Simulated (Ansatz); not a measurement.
Reaction (homolysis of the O–Si bond): `CO[SiH](N)N` → `C[O]`• + `N[SiH]N`•

Gas-phase electronic energies from Ansatz, PBE0-D4/def2-TZVP geometries. CCSD(T)/CBS adds triple-zeta CCSD(T) − MP2 to the extrapolated MP2 energy (def2 sets, frozen cores). Functionals use def2-TZVPP. B3LYP here is the variant with VWN-RPA as its local correlation; programs differ in this. Open shells (•) are unrestricted, without spin–orbit coupling. Each species was taken in one conformer, which may not be the lowest.

| level | ΔE (kJ/mol) | difference from CCSD(T)/CBS |
| --- | --- | --- |
| PBE-D4 | 483.2 | -49.8 |
| r2SCAN-D4 | 485.7 | -47.3 |
| PBE0-D4 | 491.7 | -41.3 |
| B3LYP-D4 | 493.3 | -39.7 |
| ωB97X-V | 514.0 | -19.0 |
| ωB97M-V | 523.3 | -9.7 |
| B2PLYP | 505.6 | -27.4 |
| PBE | 473.6 | -59.4 |
| r2SCAN | 482.9 | -50.1 |
| PBE0 | 483.4 | -49.6 |
| B3LYP | 478.4 | -54.6 |
| HF/def2-TZVPP | 394.9 | -138.1 |
| MP2/def2-TZVPP | 556.2 | 23.2 |
| SCS-MP2/def2-TZVPP | 544.3 | 11.3 |
| CCSD/def2-TZVPP | 511.3 | -21.7 |
| CCSD(T)/def2-TZVPP | 519.7 | -13.3 |
| HF/def2-QZVPP | 395.1 | -137.9 |
| MP2/def2-QZVPP | 563.9 | 30.9 |
| SCS-MP2/def2-QZVPP | 552.8 | 19.8 |
| HF/CBS(def2) | 395.1 | -137.9 |
| MP2/CBS(def2) | 569.5 | 36.5 |
| CCSD/CBS(def2) | 524.6 | -8.4 |
| CCSD(T)/CBS | 533.0 | 0 |

Largest T1 diagnostic among the species: 0.019.

In def2-TZVPP, CCSD(T) changes the Hartree–Fock value by +124.7 kJ/mol (the triples alone add +8.4 kJ/mol) and MP2 by +161.3 kJ/mol; breaking electron pairs costs correlation energy, which Hartree–Fock lacks. From PBE to PBE0 (25 % exact exchange), in def2-TZVPP and without D4, ΔE moves by +9.8 kJ/mol.
